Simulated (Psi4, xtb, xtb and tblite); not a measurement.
Torsional profile of C2H4BrF3Si, SMILES FC(F)(F)[SiH2]CBr. Scanned: dihedral C2–Si5–C6–Br7; all other coordinates were relaxed at GFN2-xTB. Points at φ and −φ are mirror images.

Atom numbering (GFN2-xTB optimised geometry, Å):
```
11

F     -2.5730     0.9515     0.0164
C     -1.5921     0.0539     0.2127
F     -1.9389    -1.0467    -0.4850
F     -1.6501    -0.2939     1.5142
Si     0.1573     0.7381    -0.2979
C      1.3630    -0.6884     0.0582
Br     3.1537    -0.0798    -0.4371
H      0.4143     1.8854     0.5669
H      0.0791     1.0295    -1.7260
H      1.4156    -0.9664     1.1098
H      1.1710    -1.5831    -0.5322
```

Computed with: HF/cc-pVTZ // GFN2-xTB (Psi4); PBE-D3(BJ)/def2-SVP // GFN2-xTB (Psi4); PBE/def2-SVP // GFN2-xTB (Psi4); GFN2-xTB (xtb and tblite); GFN1-xTB // GFN2-xTB (xtb); MP2/cc-pVTZ = DF-MP2 (frozen core)/cc-pVTZ // GFN2-xTB (Psi4).

Energies in kcal/mol, each method relative to its own lowest point.

```csv
φ / °,HF/cc-pVTZ,PBE-D3(BJ)/def2-SVP,PBE/def2-SVP,GFN2-xTB,GFN1-xTB,MP2/cc-pVTZ
-160,0.6,0.5,0.5,0.5,0.6,0.7
-140,2.0,1.7,1.7,1.5,1.8,2.0
-120,2.8,2.5,2.5,2.3,2.4,2.8
-100,2.6,2.2,2.3,2.4,1.8,2.4
-80,2.1,1.2,1.4,2.2,0.8,1.6
-60,2.4,1.2,1.5,2.6,0.8,1.6
-40,3.4,2.0,2.3,3.7,2.0,2.6
-20,4.8,3.1,3.3,4.8,3.4,4.0
0,5.4,3.6,3.8,5.3,3.9,4.7
20,4.8,3.1,3.3,4.8,3.4,4.0
40,3.4,2.0,2.3,3.7,2.0,2.6
60,2.4,1.2,1.5,2.6,0.8,1.6
80,2.1,1.2,1.4,2.2,0.8,1.6
100,2.6,2.2,2.3,2.4,1.8,2.4
120,2.8,2.5,2.5,2.3,2.4,2.8
140,2.0,1.7,1.7,1.5,1.8,2.0
160,0.6,0.5,0.5,0.5,0.6,0.7
180,0.0,0.0,0.0,0.0,0.0,0.0
```

Root-mean-square difference from the MP2/cc-pVTZ profile, itself a level with limits, after the best constant shift (kcal/mol): HF/cc-pVTZ 0.4, PBE-D3(BJ)/def2-SVP 0.3, PBE/def2-SVP 0.2, GFN2-xTB 0.6, GFN1-xTB 0.3.
